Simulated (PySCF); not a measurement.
CH₇NOSi.

```xyz
11

C     -1.5584    -0.7170    -0.3158
Si     0.0275     0.2824    -0.2418
N      1.3321    -0.8536    -0.3483
O      0.1801     1.1765     1.1642
H     -1.5719    -1.5086     0.4518
H     -1.6821    -1.1968    -1.3012
H     -2.4316    -0.0666    -0.1483
H      0.0175     1.3366    -1.2939
H      2.2902    -0.5457    -0.4839
H      1.1821    -1.7652    -0.7686
H      0.3954     0.6583     1.9494
```
Charge 0, spin multiplicity 1.

The structure is a stationary point at B3LYP-D3(BJ)/def2-SVP. The structure was generated by enumeration; whether it is a known compound was not checked. One conformer was computed; it need not be the lowest.

These are PBE0/pcSseg-1 (PySCF) values and carry that method's errors. Non-relativistic, no solvent.

Problem. Give the absolute GIAO shielding of each atom: isotropic value and principal components (ppm). (The exact figures need the calculation; the answer reports its results.)

Solution. 
```
atom  σ(iso)    σ11    σ22    σ33  span
----  ------  -----  -----  -----  ----
C1     184.1  176.8  182.7  192.9  16.1
Si2    364.0  328.4  374.9  388.7  60.3
N3     234.7  203.1  237.4  263.7  60.5
O4     277.9  240.4  292.6  300.7  60.3
H5      31.2   27.5   29.0   37.1   9.7
H6      31.3   27.2   28.9   37.8  10.6
H7      31.0   27.0   28.1   37.9  10.9
H8      26.4   23.4   23.9   31.8   8.4
H9      30.6   23.7   26.1   41.9  18.2
H10     30.7   23.9   27.7   40.6  16.6
H11     30.2   23.0   25.7   42.1  19.1
```
